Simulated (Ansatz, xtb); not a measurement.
**Redistribution: CBrClF2 + C3H4F2 → CHBrClF + C3H3F3**

Species: CBrClF2 `FC(F)(Cl)Br`, singlet; C3H4F2 `C=C(F)CF`, singlet; CHBrClF (bromochlorofluoromethane) `FC(Cl)Br`, singlet; C3H3F3 `F/C=C(/F)CF`, singlet. The partners trade F for H; both sit on C, so the bond types are kept.

Shapes, held fixed at every level: PBE0-D4/def2-TZVP. Flexible molecules stand in one conformer, not always the lowest. Programs: Ansatz 0.2.0, xtb 6.7.1. Electronic energies: no zero-point or thermal term.

| level | kind | ΔE (kJ/mol) | less CCSD(T)/def2-TZVPP |
| --- | --- | --- | --- |
| GFN2-xTB | semi-empirical | +16.3 | -23.8 |
| PBE-D4/def2-TZVPP | GGA | +37.2 | -2.9 |
| r2SCAN-D4/def2-TZVPP | meta-GGA | +46.0 | +5.9 |
| B3LYP-D4/def2-TZVPP | global hybrid | +36.3 | -3.8 |
| PBE0-D4/def2-TZVPP | global hybrid | +39.6 | -0.5 |
| wB97M-V/def2-TZVPP | range-separated hybrid | +43.9 | +3.8 |
| MP2/def2-TZVPP | perturbation theory | +43.2 | +3.1 |
| CCSD/def2-TZVPP | coupled cluster or CI | +39.4 | -0.7 |
| CCSD(T)/def2-TZVPP | coupled cluster or CI | +40.1 | 0.0 |

The highest level, CCSD(T)/def2-TZVPP, gives ΔE = +40.1 kJ/mol; the levels span +16.3 to +46.0. The column of differences is taken from that level and isn't an error. No measured value is set beside it here. Relativity is left out for Br. Outer-core shells of Br are correlated in most correlated rows, in sets that cover them unevenly.
